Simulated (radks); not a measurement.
Neutral barium inside a hard spherical wall (all orbitals vanish at R), configuration held at [Xe] 6s2 and not refilled when levels cross. Method: scalar-relativistic Kohn-Sham, LDA (Slater exchange, VWN5 correlation), spin-polarised, spherical densities, point nucleus; computed with a radial shooting solver on a logarithmic mesh with Libxc functionals. Eigenvalues in eV for spin up, with the zero of energy where the potential of the charges vanishes at infinity; a dash marks a level that is unbound or too diffuse for the functional's potential to be trusted. A positive occupied level is held by the wall or, in an anion where self-interaction has pushed it up, behind a barrier. The pressure on the wall is -dE/dV.

\begin{tabular}{lrrrrrrrrr}
R (bohr) & E (hartree) & kinetic (hartree) & e(4d) & e(5s) & e(5p) & e(6s) & e(5d, empty) & e(6p, empty) & pressure (GPa) \\ \hline
free & -8129.3336 & 8580.008 & -89.661 & -33.810 & -18.809 & -3.346 & -2.134 & -1.278 & 0 \\
20 & -8129.3336 & 8580.008 & -89.661 & -33.810 & -18.809 & -3.346 & -2.134 & -1.277 & < 0.0001 \\
10 & -8129.3278 & 8580.053 & -89.349 & -33.508 & -18.515 & -3.098 & -1.876 & -0.747 & 0.118 \\
8 & -8129.3012 & 8580.198 & -88.601 & -32.797 & -17.831 & -2.360 & -1.236 & 0.514 & 1.01 \\
6 & -8129.1510 & 8580.824 & -86.534 & -30.916 & -16.053 & 0.633 & 0.764 & 5.089 & 10.7 \\
2.5 & -8117.2289 & 8620.734 & -46.159 & 5.281 & 24.637 & 119.83 & 57.097 & 142.63 & 7800 \\
2 & -8098.5240 & 8676.764 & -15.930 & 48.591 & 75.339 & 253.04 & 120.99 & 284.39 & 36800 \\
\end{tabular}
